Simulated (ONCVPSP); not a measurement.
**N (Z = 7), ONCV: configuration errors across variants**

ONCVPSP 4.0.1 input, shortened (lines: element, Z, core and valence counts, functional; n l f; lmax; l rc ep ncon nbas qcut; lloc lpopt rc5 dvloc0; l nproj debl; icmod fcfact rcfact), PBE, scalar-relativistic:

```
  N 7.00    1    2        4      upf
    1    0    2.00
    2    0    2.00
    2    1    3.00
    2
    0    1.10    0.00    4    7    7.00
    1    2.05    0.00    4    8    6.40
    2    1.75    0.33    4    8    5.30
    4    5    0.95    6.00
    0    2    3.10
    1    2    3.40
    2    2    3.60
    1    0.40    0.00
```

All-electron excitation energies from the reference (eV): (1) 2s2 2p2 13.591; (2) 2s2 2p1 42.445; (3) 2s2 2p0 89.527; (4) 2s0 2p5 23.041.

Errors AE − PS in meV (a dash: test not solved or not reliable):

| change | (1) | (2) | (3) | (4) | bound ghosts | GHOST(+) flags above zero |
| --- | --- | --- | --- | --- | --- | --- |
| base | +69 | +550 | +2065 | -44 | none | none |
| s: qcut 4.5; p: qcut 4.1; d: qcut 3.4 | +150 | +1121 | +4000 | -213 | none | none |
| s: qcut 5.3; p: qcut 4.8; d: qcut 4 | +115 | +879 | +3184 | -134 | none | none |
| s: qcut 6.9; p: qcut 6.3; d: qcut 5.2 | +71 | +563 | +2117 | -47 | none | none |
| s: qcut 7.6; p: qcut 6.9; d: qcut 5.7 | +60 | +482 | +1834 | -30 | none | none |
| s: qcut 8.7; p: qcut 8; d: qcut 6.6 | +45 | +373 | +1450 | -11 | none | none |
| s: qcut 9.2; p: qcut 8.4; d: qcut 7 | +41 | +340 | +1333 | -6.2 | none | none |
| s: qcut 10.1; p: qcut 9.3; d: qcut 7.7 | +36 | +299 | +1184 | -1.2 | none | none |

Task: Give the same row for: s: qcut 6.3; p: qcut 5.8; d: qcut 4.8.

Result: +82, +645, +2397, -67; bound ghosts: none; GHOST(+) flags above zero: none.
